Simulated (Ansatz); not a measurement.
A made-up structure of CH2BBr, singlet:

C1  (-0.295, 0.588, -0.400)
B2  (0.296, -0.591, 0.402)
Br3  (1.082, -2.160, 1.468)
H4  (-1.367, 1.087, -0.120)
H5  (0.283, 1.076, -1.351)
(Å)

It is relaxed with PBE-D4/def2-SVP and then PBE0-D4/def2-TZVP (Ansatz 0.2.0). Atoms count as bonded within 1.22 times the sum of their covalent radii (H–H: 0.88 Å). The end point is not checked to be a true minimum.

(1) Does its bonding change? (Judge from chemistry; the calculation decides.)

Answers

(1) By the calculation: No: no bond forms or breaks.

Where it ends: The first stage lowers the energy by 1.15 eV in 4 steps. It ends as CH₂BBr ([CH2][B][Br]):
C1  (-0.263, 0.525, -0.357)
B2  (0.264, -0.528, 0.359)
Br3  (0.966, -1.929, 1.311)
H4  (-1.220, 0.970, -0.107)
H5  (0.252, 0.961, -1.206)
(Å)

Labels in which every atom is bracketed show which atoms are joined, not bond orders.

For scale, one of the runs: PBE0-D4/def2-TZVP relaxation, 122 basis functions, launched by `ansatz run in.yaml --threads 2 --pin off --events-out ev --progress --plain --max-ram 4352MiB`. The run took about 11 s on 2 CPU threads of an Arm Neoverse V2 (shared host).
